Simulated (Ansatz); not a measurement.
System: GaCl, charge 0, triplet. This triplet is an excited state, 3.4 eV above the singlet at CCSD(T)/def2-QZVPP (Ansatz, an electronic-structure program). GaCl (SMILES [Cl][Ga], triplet).
B3LYP-D3(BJ)/def2-TZVP minimum from Ansatz:
```xyz
2

Ga     0.0000     0.0000    -0.7780
Cl     0.0000     0.0000     1.4187
```
Charge 0, spin multiplicity 3.

Total energies in def2-QZVPP, 10 correlated electrons, 19 frozen orbitals. UHF or UKS for unpaired electrons; spin-orbit terms are left out. Cores are frozen in correlated methods (noble-gas shells, and filled d and f shells in the p block). No relativity. The spin of ClGa ([Cl][Ga], triplet) was assumed, and the state is the lowest solution found for it.

| method | program | energy (Eh) | minus CCSDT(Q) (mEh) |
|---|---|---|---|
| HF | Ansatz | -2382.79045 | 273.21 |
| MP2 | Ansatz | -2383.03049 | 33.16 |
| CCSD | Ansatz | -2383.04965 | 14.00 |
| CCSD(T) | Ansatz | -2383.06221 | 1.44 |
| CCSDT(Q) | Ansatz | -2383.06365 | 0.00 |

Rough core times of Ansatz's runs on a shared machine: CCSD(T) 90 s, CCSDT(Q) 2 h.
